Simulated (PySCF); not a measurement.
How the method changes the constants of LiBi⁺

State: ⁴Σ⁻ (quartet), unpaired electrons σ ↑, π ↑↑. Set-up: PySCF, scalar-relativistic core potentials, basis sets Li def2-SVPD, Bi def2-SVPD with ECP60. De refers to Li⁺ + Bi in their high-spin ground configurations, without counterpoise correction. The functionals are run spin-unrestricted. A positive dipole points towards Bi; it is taken about the centre of mass and depends on that origin.

```json
{"Level": "UHF", "Re (Å)": "3.133", "ωe (cm⁻¹)": "181", "De (eV)": "n/a", "μ (D)": "-11.14", "CPU s a point (SCF and correlation, without the integrals)": "0.056"}
{"Level": "UHF-MP2", "Re (Å)": "3.125", "ωe (cm⁻¹)": "182", "De (eV)": "n/a", "μ (D)": "n/a", "CPU s a point (SCF and correlation, without the integrals)": "0.11"}
{"Level": "UHF-SCS-MP2", "Re (Å)": "3.123", "ωe (cm⁻¹)": "183", "De (eV)": "n/a", "μ (D)": "n/a", "CPU s a point (SCF and correlation, without the integrals)": "n/a"}
{"Level": "UHF-CCSD", "Re (Å)": "3.127", "ωe (cm⁻¹)": "182", "De (eV)": "n/a", "μ (D)": "n/a", "CPU s a point (SCF and correlation, without the integrals)": "n/a"}
{"Level": "UHF-CCSD(T)", "Re (Å)": "3.126", "ωe (cm⁻¹)": "183", "De (eV)": "n/a", "μ (D)": "n/a", "CPU s a point (SCF and correlation, without the integrals)": "2.3"}
{"Level": "LDA", "Re (Å)": "3.034", "ωe (cm⁻¹)": "191", "De (eV)": "n/a", "μ (D)": "-10.24", "CPU s a point (SCF and correlation, without the integrals)": "0.21"}
{"Level": "PBE", "Re (Å)": "3.062", "ωe (cm⁻¹)": "187", "De (eV)": "n/a", "μ (D)": "-10.31", "CPU s a point (SCF and correlation, without the integrals)": "0.34"}
{"Level": "PBEsol", "Re (Å)": "3.060", "ωe (cm⁻¹)": "187", "De (eV)": "n/a", "μ (D)": "-10.35", "CPU s a point (SCF and correlation, without the integrals)": "0.22"}
{"Level": "r²SCAN", "Re (Å)": "3.096", "ωe (cm⁻¹)": "182", "De (eV)": "n/a", "μ (D)": "-10.75", "CPU s a point (SCF and correlation, without the integrals)": "0.48"}
{"Level": "PBE0", "Re (Å)": "3.049", "ωe (cm⁻¹)": "190", "De (eV)": "n/a", "μ (D)": "-10.44", "CPU s a point (SCF and correlation, without the integrals)": "0.56"}
{"Level": "MN15", "Re (Å)": "3.059", "ωe (cm⁻¹)": "185", "De (eV)": "n/a", "μ (D)": "-10.79", "CPU s a point (SCF and correlation, without the integrals)": "0.52"}
{"Level": "CAM-B3LYP", "Re (Å)": "3.025", "ωe (cm⁻¹)": "195", "De (eV)": "n/a", "μ (D)": "-10.40", "CPU s a point (SCF and correlation, without the integrals)": "0.52"}
```

What does a quarter of exact exchange do here, going from PBE to PBE0?

PBE0 less PBE: -1.3 pm in Re, +1.6 % in ωe. Exact exchange removes part of the self-interaction that spreads semilocal densities, and in most molecules shortens and stiffens the bond and lowers De; so it does here.

What does the step from GGA to meta-GGA do here, going from PBE to r²SCAN?

r²SCAN less PBE: +3.4 pm in Re, -2.7 % in ωe. 

What does the gradient correction do here, going from LDA to PBE?

PBE less LDA: +2.8 pm in Re, -2.1 % in ωe. The gradient correction favours the more uneven density of free atoms, so it tends to lengthen bonds and takes away much of the overbinding of LDA; so it does here.

Correlated steps freeze 4 core orbitals. These are scalar-relativistic numbers at best; spin–orbit coupling would shift them, the dissociation energy most. The state was picked by a PBE0 search and need not be the measured ground state.

The whole job (state search and all levels along the bond) took about 1.3 min on 1 thread of Arm Neoverse V2 (shared host), peak memory 0.52 GiB.
